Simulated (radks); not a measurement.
Task: The mean radii <r> (bohr) of the occupied orbitals of an atom or ion are listed with their occupations. All-electron calculation, Dirac Kohn-Sham, PBE, spin-unpolarised, spherical densities, finite nucleus; Fermi nuclear charge, rms radius of each element as measured or else 0.836 A^(1/3) + 0.57 fm. Program: a radial shooting solver on a logarithmic mesh with Libxc functionals.

orbital     occ.      <r>
1s1/2          2  0.02001
2s1/2          2  0.08431
2p1/2          2  0.07008
2p3/2          4  0.07747
3s1/2          2   0.2205
3p1/2          2   0.2103
3p3/2          4   0.2241
3d3/2          4   0.1973
3d5/2          6   0.2016
4s1/2          2   0.4974
4p1/2          2   0.5057
4p3/2          4   0.5374
4d3/2          4   0.5637
4d5/2          6   0.5749
5s1/2          2    1.208
5p1/2          2    1.344
5p3/2          4    1.442
4f5/2    5.14286   0.7420
4f7/2    6.85714   0.7552

Name the element and its charge. Open shells, if any, are shared by 2j + 1.

Result: Z = 69, thulium, charge +3: Tm3+ in [Xe] 4f12. The 1s radius gives Z: for a bare nucleus <r> = (2 gamma + 1)/(2Z) with gamma = sqrt(1 - (Z/c)^2), 0.01977 bohr for Z = 69, and screening makes it slightly larger (0.02001 here). The occupations add up to 66, and the charge is Z minus that.
